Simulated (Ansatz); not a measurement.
Abridged output of a molecular run in Ansatz:

```
Functional definition: HF
1240 factors; integrals over basis functions are off by at most 1.1e-3 eV
mean field evaluation 1: about -7766.8079 eV, gradient 6.8e1 eV
mean field evaluation 2: about -7766.9250 eV, gradient 6.8e1 eV
mean field evaluation 4: about -7776.3895 eV, gradient 1.2e1 eV
mean field evaluation 8: about -7776.7680 eV, gradient 5.0e-1 eV
mean field -7776.76903675 eV, -285.7909908173 hartree, gradient 2.5e-6 eV, S^2 0.000000; 0 other end points of the search recorded, 0 dependent functions left out
4 core orbitals not correlated: weight in the atoms' cores, before any rotation towards them, 1.000 or more for the frozen orbitals, at most 0.000 for the correlated occupied ones
reference -7776.76903675 eV, -285.7909908173 hartree; 20, 20 occupied and 98, 98 virtual orbitals, 1240 factors
second order -27.79921332 eV of doubles, -0.00000000 eV of singles
cycle   1  -26.43003600 eV  change     1.4e0 eV  update   2.4e-1
cycle   2  -27.58474413 eV  change    -1.2e0 eV  update   1.5e-1
cycle   3  -27.89443053 eV  change   -3.1e-1 eV  update   4.2e-2
cycle   4  -27.92023197 eV  change   -2.6e-2 eV  update   1.6e-2
cycle   5  -27.90442213 eV  change    1.6e-2 eV  update   5.4e-3
cycle   6  -27.90532936 eV  change   -9.1e-4 eV  update   2.5e-3
cycle   7  -27.90477100 eV  change    5.6e-4 eV  update   1.2e-3
cycle   8  -27.90426910 eV  change    5.0e-4 eV  update   4.9e-4
cycle   9  -27.90468118 eV  change   -4.1e-4 eV  update   2.1e-4
cycle  10  -27.90472706 eV  change   -4.6e-5 eV  update   9.4e-5
cycle  11  -27.90462296 eV  change    1.0e-4 eV  update   4.1e-5
cycle  12  -27.90461458 eV  change    8.4e-6 eV  update   2.0e-5
perturbative correction -1.17800026 eV, -0.0432907109 hartree
Total energy: -7805.85165159 eV, -286.8597571997 hartree
```

Its atoms:

```xyz
12

C    -0.153   -1.572    0.970
Nb   -0.348   -0.118   -0.608
C     1.157    1.403   -0.358
O     0.008   -0.920   -2.055
O    -2.099    0.613   -0.697
H    -0.465   -1.164    1.937
H     0.906   -1.852    1.038
H    -0.720   -2.487    0.774
H     2.117    0.900   -0.189
H     0.946    2.043    0.506
H     1.271    2.034   -1.244
H    -2.619    1.121   -0.073
```

(1) Which basis set was used?
A. def2-SVP
B. cc-pV(T+d)Z
C. def2-TZVPPD
D. cc-pV(Q+d)Z

(2) Write the keys of the input that set method, charge and spin (a neutral closed shell needs none for the last two).

Answers

(1) A. It gives 122 functions.

(2) 
```yaml
correlation: {method: ccsd_t}
```
